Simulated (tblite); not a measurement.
Run record: tight-binding relaxation, `C[Si@@H](O)C[C@@H]([SiH3])Br`.

Computed with GFN2-xTB geometry optimisation, gas phase (tblite 0.8.0). Start geometry: from a force field or distance geometry. The input is one job of a driver script: a line of settings, then coordinates in Å.

Command:
```bash
OMP_NUM_THREADS=1 python probes_run.py task.json out
```

Input:
```
{"job": {"kind": "relax", "xc": "GFN2-xTB", "basis": "xTB"}, "charge": 0, "multiplicity": 1}
C     -2.465800     0.777100    -0.312700
Si    -1.352500    -0.592100     0.205900
O     -1.554000    -1.949800    -0.823100
C      0.420000    -0.080300     0.366700
C      1.143700     0.065600    -0.921700
Si     2.894200     0.581000    -0.530000
Br     1.315800    -1.703000    -1.720900
H     -2.877400     1.280400     0.614800
H     -1.955300     1.585400    -0.870100
H     -3.339000     0.348200    -0.858800
H     -1.801900    -1.028800     1.547700
H     -2.542100    -2.018600    -0.982700
H      0.941700    -0.878300     0.957200
H      0.494100     0.849000     0.947700
H      0.642700     0.719100    -1.650900
H      3.540000    -0.592800     0.092400
H      3.658500     0.931100    -1.735900
H      2.828800     1.713100     0.397900
```

Output:
```
step      E/eV     max force
  0    -643.64037    2.775
  1    -643.92874    1.137
  2    -643.99154    0.722
  3    -644.03181    0.810
  4    -644.08964    0.507
  5    -644.11354    0.399
  6    -644.13924    0.390
  7    -644.15401    0.319
  8    -644.16535    0.251
  9    -644.17501    0.223
... (190 lines left out)
200    -644.38543    0.032
201    -644.38565    0.034
202    -644.38584    0.032
203    -644.38596    0.025
204    -644.38605    0.019
205    -644.38610    0.017
206    -644.38614    0.011
207    -644.38615    0.011
208    -644.38616    0.011
209    -644.38617    0.010
```

«max force» is the largest atomic force in eV/Å.

Q: From which step on does the largest force stay under 0.1 eV/Å, and how much energy is left to gain from there?

A: From step 184 (0.070 eV/Å), 8.7 meV above the end.

In short: energy lowered by 17.2 kcal/mol over 209 steps; largest atomic force 0.010 eV/Å at the end.

Q: Give the final coordinates.

A: 0.650 Å rms from the input after alignment:
```
atom  x, y, z in Å
C1    -2.3585    0.7547   -0.5819
Si2   -1.5308   -0.6257    0.4280
O3    -1.8119   -2.1009   -0.1889
C4     0.3513   -0.2581    0.5543
C5     1.0068    0.2999   -0.6940
Si6    2.8973    0.5526   -0.5500
Br7    0.7586   -0.9355   -2.2226
H8    -2.1661    1.7381   -0.1635
H9    -2.0227    0.7614   -1.6164
H10   -3.4347    0.6123   -0.5970
H11   -2.0736   -0.7613    1.7749
H12   -1.5043   -2.3560   -1.0572
H13    0.8685   -1.1714    0.8577
H14    0.5278    0.4697    1.3494
H15    0.4960    1.2082   -1.0151
H16    3.4825   -0.7566   -0.2705
H17    3.3726    1.0792   -1.8273
H18    3.1325    1.4956    0.5437
```

Hardware: one thread of an Arm Neoverse V2, on a shared host. Cost: 1.5 s.
Labels such as C1 count atoms from 1, the log's own numbers from 0.
